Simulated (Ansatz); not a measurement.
One change: `BBN` becomes `NB[SeH]`.

Ansatz, PBE0-D4/def2-TZVP geometries, multiplicity 1. Each molecule was computed in one conformer, which needn't be the lowest.

Scalar relativity is left out up to krypton.

```json
{"property": "HOMO–LUMO gap (PBE0/def2-TZVPP) / eV", "`BBN`": "6.33"}
{"property": "HOMO energy (PBE0/def2-TZVPP) / eV", "`BBN`": "-7.88"}
{"property": "HOMO–LUMO gap (B3LYP/def2-TZVPP) / eV", "`BBN`": "5.92"}
{"property": "HOMO–LUMO gap (ωB97M-V/def2-TZVPP) / eV", "`BBN`": "10.49"}
{"property": "LUMO energy (PBE/def2-TZVPP) / eV", "`BBN`": "-2.56"}
{"property": "ideal-gas entropy at 298 K and 1 bar (rigid rotor, harmonic PBE0-D4/def2-TZVP) / J/(mol·K)", "`BBN`": "272"}
```

What does the change do to each property? (An estimate is asked.)

Computed: 
```
                                                                                  property  `NB[SeH]`  shift
                                                      HOMO–LUMO gap (PBE0/def2-TZVPP) / eV       7.07   0.74
                                                        HOMO energy (PBE0/def2-TZVPP) / eV      -6.82   1.06
                                                     HOMO–LUMO gap (B3LYP/def2-TZVPP) / eV       6.52   0.60
                                                   HOMO–LUMO gap (ωB97M-V/def2-TZVPP) / eV      10.82   0.33
                                                         LUMO energy (PBE/def2-TZVPP) / eV      -0.62   1.94
ideal-gas entropy at 298 K and 1 bar (rigid rotor, harmonic PBE0-D4/def2-TZVP) / J/(mol·K)        290     18
```

With PBE0 the HOMO rises by 1.06 eV and the LUMO rises by 1.80 eV, so the gap widens by about 0.74 eV. PBE moves the HOMO by 0.87 eV and ωB97M-V by 1.21 eV. The zero-point energy changes by -29.0 kJ/mol with -3 modes.

B3LYP here is the variant with VWN-RPA as its local correlation; programs differ in this.

Spin–orbit coupling is left out; it splits and shifts lone-pair levels of the heavy atoms by tenths of an eV.
